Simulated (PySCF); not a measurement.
A structure optimised at B3LYP-D3(BJ)/def2-TZVP, used in a PySCF frequency run:

```xyz
5

O      0.7711    -0.1406     0.0000
O     -0.6583     0.1220     0.0000
H      1.1189     0.7795     0.0000
H     -1.0109    -0.3155     0.8128
H     -1.0109    -0.3155    -0.8128
```
Charge +1, spin multiplicity 1.

**Question.** Write its SMILES, formula and point group.

**Answer.** O[OH2+], H3O2, Cs

**Question.** What are its rotational constants (standard atomic weights)?

**Answer.** 196.00, 23.937, 23.840 GHz
